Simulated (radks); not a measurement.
Results of a calculation; reference values are marked as such.
Task: Li, configuration [He] 2s1. Code: a radial shooting solver on a logarithmic mesh with Libxc functionals. Model: scalar-relativistic Kohn-Sham, PBE, spin-polarised, spherical densities, finite nucleus; open shells are filled with parallel spins first; Fermi nuclear charge, rms radius 2.444 fm; hard spherical wall at 1.5 bohr. Some entries of the table are withheld. Estimate them.

orbital,occ.,eigenvalue (hartree),<1/r> (bohr^-1),<r^2> (bohr^2)
1s up,1,-0.72641,2.787,0.3488
1s down,1,-0.59064,2.753,0.3515
2p up,0,3.32113,1.317,0.7808
2p down,0,3.45395,1.327,0.7719
2s up,1,5.09379,(1),(2)
2s down,0,5.33315,(3),(4)
3d up,0,6.47834,1.110,0.9613
3d down,0,6.65188,1.115,0.9567
3s up,0,15.52733,2.472,0.7738
3s down,0,15.65244,2.482,0.7733

Result: 
(1) 2s up <1/r> (bohr^-1): 2.252
(2) 2s up <r^2> (bohr^2): 0.7853
(3) 2s down <1/r> (bohr^-1): 2.252
(4) 2s down <r^2> (bohr^2): 0.7851
